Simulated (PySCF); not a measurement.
## Ag (silver, neutral) across methods

[Kr] 4d10 5s1, 2S determinant. Computed with PySCF 2.14 in x2c-TZVPPall (8s6p6d2f1g, 79 functions), with the spin-free X2C one-electron Hamiltonian (Gaussian nucleus).

```csv
method,E (hartree),mean ε 4d α (eV),mean ε 4d β (eV),mean ε 5s α (eV),Σ⟨r²⟩ (bohr²),⟨S²⟩
PBE0,-5315.05,-9.278,-9.102,-5.306,47.82,0.751
r2SCAN,-5315.39,-7.723,-7.506,-4.953,47.70,0.753
M06-2X,-5315.82,-11.357,-11.169,-5.686,48.47,0.751
PBE,-5314.98,-7.499,-7.293,-4.717,48.00,0.751
MN15,-5318.87,-10.250,-10.092,-5.913,47.97,0.751
LDA,-5309.89,-7.715,-7.529,-4.978,47.81,0.751
UHF,-5312.81203,-13.922,-13.854,-6.484,48.81,0.752
B97-3,-5315.06,-9.361,-9.197,-5.137,47.89,0.750
wB97X-V,-5315.10,-11.744,-11.623,-7.007,47.93,0.750
```
